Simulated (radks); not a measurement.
Task: Xe42+, 12 electrons, occupied as [Ne] 3s2 (the NIST ground configuration). Method: Dirac Kohn-Sham, PBE, spin-unpolarised, spherical densities, finite nucleus; Fermi nuclear charge, rms radius 4.7859 fm; computed with a radial shooting solver on a logarithmic mesh with Libxc functionals. Some entries of the table are withheld. Estimate them.

orbital  occ.  eigenvalue (Ry)  <r> (bohr)  <1/r> (bohr^-1)
1s1/2       2        -2727.404         (1)            58.14
2s1/2       2              (2)      0.1122            13.83
2p1/2       2        -563.2465     0.09439              (3)
2p3/2       4        -538.4953     0.09988              (4)
3s1/2       2        -236.3205      0.2706            5.641

Result: 
(1) 1s1/2 <r> (bohr): 0.02664
(2) 2s1/2 eigenvalue (Ry): -584.1103
(3) 2p1/2 <1/r> (bohr^-1): 13.78
(4) 2p3/2 <1/r> (bohr^-1): 12.68
